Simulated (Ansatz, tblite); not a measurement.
Removing and adding an electron: CrO2(NH2)2 (CrN₂O₂H₄). Total charge 0; singlet. Geometry: B3LYP-D4/def2-SVP. Ansatz, gas phase; energy differences of separate SCF runs; the oxidised species was run as a doublet alone; the reduced species was run as a doublet alone.

Cartesian coordinates in Å:
```
Cr -0.4161 -0.1726 -0.4226
O -1.6742 0.6788 -0.7422
O -0.2739 -1.4868 -1.2365
N -0.4994 -0.6237 1.3137
H -0.9927 -0.0697 2.0074
H -0.0888 -1.4750 1.6855
N 1.0224 0.8406 -0.7825
H 1.9160 0.4526 -1.0696
H 1.0066 1.8557 -0.7532
```

The xTB rows come from tblite. HOMO above LUMO, or a gap near zero within one spin, warns that the state may not be the lowest or that an electron is smeared out.

Estimate orbital energies and vertical ionisation energies and electron affinities at: GFN1-xTB; GFN2-xTB; PBE-D4/def2-TZVP; PBE-D4/def2-TZVPD; r2SCAN-D4/def2-TZVP; r2SCAN-D4/def2-TZVPD; PBE0-D4/def2-TZVP; PBE0-D4/def2-TZVPD.


```tsv
level	−HOMO (eV)	vertical IE (eV)	−LUMO (eV)	vertical EA (eV)	HOMO–LUMO gap (eV)	IE − EA (eV)	remarks
GFN1-xTB	12.62	16.17	10.59	6.95	2.03	9.23	–
GFN2-xTB	11.37	14.88	8.18	4.67	3.20	10.21	–
PBE-D4/def2-TZVP	6.01	9.14	3.67	–	2.34	–	–
PBE-D4/def2-TZVPD	6.07	–	3.72	0.50	2.35	–	HOMO above zero (-1 doublet), gap within one spin near zero (-1 doublet), restricted SCF unstable in HF (singlet)
r2SCAN-D4/def2-TZVP	6.30	9.12	3.72	–	2.58	–	restricted SCF unstable in HF (singlet), spin-contaminated (⟨S²⟩ 0.84) (+1 doublet)
r2SCAN-D4/def2-TZVPD	6.34	–	3.75	0.74	2.59	–	HOMO above zero (-1 doublet), restricted SCF unstable in HF (singlet)
PBE0-D4/def2-TZVP	7.31	9.18	2.83	–	4.49	–	restricted SCF unstable in HF (singlet), spin-contaminated (⟨S²⟩ 0.92) (+1 doublet)
PBE0-D4/def2-TZVPD	7.35	–	2.86	1.32	4.49	–	HOMO above zero (-1 doublet), restricted SCF unstable in HF (singlet)
```

   A HOMO above zero means that the electron is unbound at that level or that self-interaction error raises the level; the energy of removing that electron tells which. Raw xTB energy differences between charge states are shifted by several eV; the methods need an empirical correction for them.
